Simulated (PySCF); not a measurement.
Computed properties of B₂H₄, SMILES BB

B2H4, SMILES BB. The structure is a stationary point at B3LYP-D3(BJ)/def2-TZVP. Other conformers were not sampled. All values are computed for the isolated molecule unless a solvent is named; none is compared with measurement here.

**Structure.** The optimised structure has D2d symmetry. All 12 harmonic modes at B3LYP-D3(BJ)/def2-TZVP (PySCF) are real, so it is a minimum.

**Vibrations.** The strongest infrared lines (harmonic, unscaled, degenerate partners summed) lie at 2619 cm⁻¹ (155 km/mol, H 89 %, B 11 %), 2554 cm⁻¹ (60 km/mol, H 95 %), 998 cm⁻¹ (53 km/mol, H 65 %, B 35 %). The softest mode is at 393 cm⁻¹ and the zero-point energy is 24.2 kcal/mol.

**Electronic structure.** CAM-B3LYP/def2-TZVPD (PySCF) places the frontier levels at -10.12 and -0.56 eV, a gap of 9.56 eV, and gives a dipole moment of 0.00 D and a mean polarisability of 31.8 bohr³. PBE/def2-TZVPD (PySCF) at the same geometry gives -7.29 and -2.69 eV, so its gap is 4.96 eV narrower. An orbital gap is neither the optical nor the fundamental gap.

**Excitations.** TDDFT-CAM-B3LYP/def2-TZVPD (PySCF) has S1 at 5.15 eV (241 nm, f = 0.003, weak); the most intense of the 10 singlets computed lies at 7.91 eV (f = 0.34). Strengths of degenerate partners are summed. T1 (TDA) is at 4.39 eV. TDDFT-PBE/def2-TZVPD (PySCF) puts S1 at 4.86 eV. No vertical singlet excitation falls in the visible range (under 3.1 eV).

**NMR.** GIAO shifts at KT2/pcSseg-2 (PySCF) (non-relativistic, atoms alike by connectivity averaged): ¹H at 9.9 ppm against TMS; ¹¹B at 94.9 ppm against BF3.
